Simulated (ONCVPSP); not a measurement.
## What one change does to a pseudopotential (Ti (Z = 22), ONCV)

| Quantity | Value |
| --- | --- |
| Element | Ti (Z = 22) |
| Generator | ONCVPSP 4.0.1 |
| Type | optimised norm-conserving Vanderbilt (ONCV) |
| Functional | PBEsol |
| Relativity | scalar-relativistic |
| Frozen core | [Ne] |
| Valence charge | 12 |
| Reference configuration | 3s2 3p6 3d2 4s2 |
| Partial waves | 3s+4s: rc 2.00 bohr, ncon 4, nbas 8, qcut 6.3 1/bohr, 2 projectors; 3p: rc 1.35 bohr, ncon 4, nbas 9, qcut 8.3 1/bohr, 2 projectors, debl 1.9 Ha; 3d: rc 1.35 bohr, ncon 4, nbas 8, qcut 13.9 1/bohr, local |
| Local potential | the d channel |
| Core correction | polynomial model core, fcfact 0.55 |

All-electron outer shells of the reference configuration (PBEsol, scalar-relativistic, ld1.x):

```csv
shell,level (eV),outermost node (bohr),outermost maximum (bohr)
2p,-443.92,–,0.22
3s,-62.45,0.40,0.87
3p,-38.77,0.37,0.90
4s,-4.48,1.24,2.92
3d,-4.27,–,0.98
```

Change: p: ncon 3, nbas 8.

Cutoffs: the cutoffs (Ha) at which the residual kinetic energy of the hardest occupied pseudo-wave falls to 1 and 0.1 mHa per electron; they do not see the model core or the augmentation charge, which bear on the density cutoff. Errors are all-electron minus pseudo energies relative to the spin-unpolarised reference configuration.

How do hardness, ghosts and transferability respond?

The potential gets neither clearly harder nor softer (56 Ha and 67 Ha → 56 Ha and 67 Ha); of the 4 tests that both files solve, the error grows in 0 and shrinks in 1 by more than 15 % and 0.3 meV (median size 1.8 → 1.5 meV); neither file shows a bound ghost.

```csv
quantity,base,changed
"cutoff, loose",56 Ha,56 Ha
"cutoff, tight",67 Ha,67 Ha
loose cutoff by channel,"s 7.7 Ha, p 20 Ha, d 56 Ha","s 7.7 Ha, p 20 Ha, d 56 Ha"
bound ghosts,none,none
GHOST(+) flags under 300 eV,s at 97.9 eV,s at 97.9 eV
"error for 3s2 3p6 3d2 4s1, meV [ΔE 7.36 eV]",-0.6,-0.6
"error for 3s2 3p6 3d2 4s0, meV [ΔE 20.83 eV]",-2.5,-2.5
"error for 3s2 3p6 3d1 4s0, meV [ΔE 47.73 eV]",-1.1,+0.3
"error for 3s1 3p6 3d2 4s2, meV [ΔE 69.47 eV]",-310,-307
s: phases at 2.03 bohr within 0.05 rad from the reference energy up to (Ha; the scan ends near 5),3.1,3.1
p: phases at 1.37 bohr within 0.05 rad from the reference energy up to (Ha; the scan ends near 5),4.0,4.1
d: phases at 1.37 bohr within 0.05 rad from the reference energy up to (Ha; the scan ends near 5),2.8,2.8
"rms error of d²Exc/dni dnj with the model core, mHa",1.24,1.24
```
